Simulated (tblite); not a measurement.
Input of a run (GFN2-xTB geometry optimisation, gas phase (tblite 0.8.0)), started from a force field or distance geometry:
```
{"job": {"kind": "relax", "xc": "GFN2-xTB", "basis": "xTB"}, "charge": 0, "multiplicity": 1}
C     -2.307400     1.271300    -0.708300
C     -1.924400    -0.154800    -1.047200
C     -1.133000    -0.849500     0.103800
C     -0.925500    -2.322100    -0.214000
N      0.127600    -0.190900     0.398900
C      0.499900     0.358400     1.582100
C      1.771600     0.860300     1.388000
C      2.086500     0.564400     0.049700
C      3.328700     0.866500    -0.697100
N      1.070600    -0.083000    -0.557300
H     -2.925000     1.690100    -1.519400
H     -1.441800     1.912200    -0.582100
H     -2.912200     1.316900     0.223000
H     -1.328000    -0.163900    -1.966400
H     -2.837800    -0.720200    -1.239900
H     -1.743000    -0.778600     1.031200
H     -0.376500    -2.817300     0.610300
H     -0.350200    -2.476600    -1.126800
H     -1.884100    -2.842000    -0.318800
H     -0.138100     0.352500     2.455400
H      2.385000     1.371100     2.123500
H      4.042300     1.398000    -0.061100
H      3.803100    -0.042600    -1.043300
H      3.099800     1.499600    -1.562400
```

Output (eV, eV/Å):
```
step      E/eV     max force
  0    -819.58314    1.921
  1    -819.65525    0.644
  2    -819.66864    0.258
  3    -819.67551    0.182
  4    -819.67835    0.172
  5    -819.68336    0.176
  6    -819.68771    0.134
  7    -819.69068    0.100
  8    -819.69255    0.088
  9    -819.69424    0.102
 10    -819.69584    0.104
 11    -819.69704    0.090
 12    -819.69781    0.070
 13    -819.69843    0.074
 14    -819.69906    0.080
 15    -819.69965    0.062
 16    -819.70015    0.053
 17    -819.70062    0.038
 18    -819.70112    0.046
 19    -819.70161    0.046
 20    -819.70207    0.047
 21    -819.70252    0.057
 22    -819.70304    0.068
 23    -819.70360    0.061
 24    -819.70407    0.046
 25    -819.70437    0.033
 26    -819.70460    0.038
 27    -819.70488    0.041
 28    -819.70521    0.041
 29    -819.70554    0.039
 30    -819.70584    0.041
 31    -819.70613    0.041
 32    -819.70643    0.042
 33    -819.70668    0.031
 34    -819.70687    0.027
 35    -819.70704    0.029
 36    -819.70719    0.026
 37    -819.70731    0.020
 38    -819.70738    0.016
 39    -819.70744    0.017
 40    -819.70749    0.021
 41    -819.70756    0.020
 42    -819.70763    0.017
 43    -819.70771    0.021
 44    -819.70780    0.024
 45    -819.70792    0.026
 46    -819.70803    0.023
 47    -819.70815    0.025
 48    -819.70826    0.027
 49    -819.70836    0.021
 50    -819.70845    0.020
 51    -819.70852    0.018
 52    -819.70857    0.016
 53    -819.70861    0.014
 54    -819.70864    0.012
 55    -819.70867    0.010
 56    -819.70869    0.009
```

Summarise the run.

The energy falls by 0.126 eV over 56 L-BFGS steps, the largest force on an atom goes from 1.92 to 0.009 eV/Å, and the atoms move by 0.086 Å rms after alignment. The bond that changes most is C2–C3 (chain CH2 carbon to sp3 carbon bound to nitrogen), which shortens by 0.027 Å. Bonds longer at the end by more than 0.005 Å: 4 of 24; shorter: 16. Among the angles that change most is C3–C4–H18, from 112.6° to 109.2°. The energy never rose by more than 1e-5 eV on the way. The first step brought 57 % of the lowering.

What are the final bond lengths?

C1–C2 1.523 Å, C2–C3 1.533 Å, C3–C4 1.528 Å, C3–N5 1.443 Å, N5–C6 1.346 Å, C6–C7 1.375 Å, C7–C8 1.405 Å, C8–C9 1.488 Å, C8–N10 1.324 Å, N5–N10 1.330 Å, C1–H11 1.087 Å, C1–H12 1.088 Å, C1–H13 1.089 Å, C2–H14 1.091 Å, C2–H15 1.091 Å, C3–H16 1.097 Å, C4–H17 1.088 Å, C4–H18 1.087 Å, C4–H19 1.087 Å, C6–H20 1.072 Å, C7–H21 1.071 Å, C9–H22 1.087 Å, C9–H23 1.089 Å, C9–H24 1.089 Å. Numbering counts from 1 in the input's order; the species is `[C@@H](C)(CC)n1nc(C)cc1`.

Hardware: Intel Xeon 6975P-C, one thread, no GPU (shared host). Cost: 0.39 s of wall time.

GFN2-xTB frequencies show an imaginary mode (73i cm⁻¹), so the point is no minimum at that level.

The values belong to the conformer `[CH3:1][CH2:2][C@@H:3]([CH3:4])[n:5]1[cH:6][cH:7][c:8]([CH3:9])[n:10]1`: C1–C2–C3–C4 175°, C2–C3–N5–C6 121°.

The numbers are calculated, not measured.
